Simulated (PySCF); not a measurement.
## Radial density of Co⁺ (cobalt, charge +1)

M06, [Ar] 3d7 4s1, high-spin 5F determinant (an excited configuration). All numbers are calculated (PySCF 2.14, scalar relativity by spin-free X2C-1e, in aug-cc-pwCVTZ-DK with one added diffuse shell each of s, p, d, f, g type (11s10p8d5f4g, 152 functions)).

```csv
r (bohr),4πr²ρ (e/bohr),4πr²(ρα − ρβ)
0.000997,0.2423,0.0001
0.00168,0.6092,0.0003
0.00282,1.499,0.0008
0.00474,3.558,0.0018
0.00798,7.949,0.0040
0.0134,15.95,0.0078
0.0226,26.58,0.0118
0.0380,32.72,0.0105
0.0639,27.83,0.0037
0.107,27.55,0.0424
0.181,36.72,0.2702
0.304,21.05,1.1048
0.511,16.18,2.7590
0.860,15.35,2.6914
1.45,4.084,1.1822
2.43,0.9115,0.5897
4.09,0.1080,0.0985
6.88,0.001805,0.0017
```

Densities and radii are taken from the X2C orbitals without a picture-change correction, which distorts them close to the nucleus.
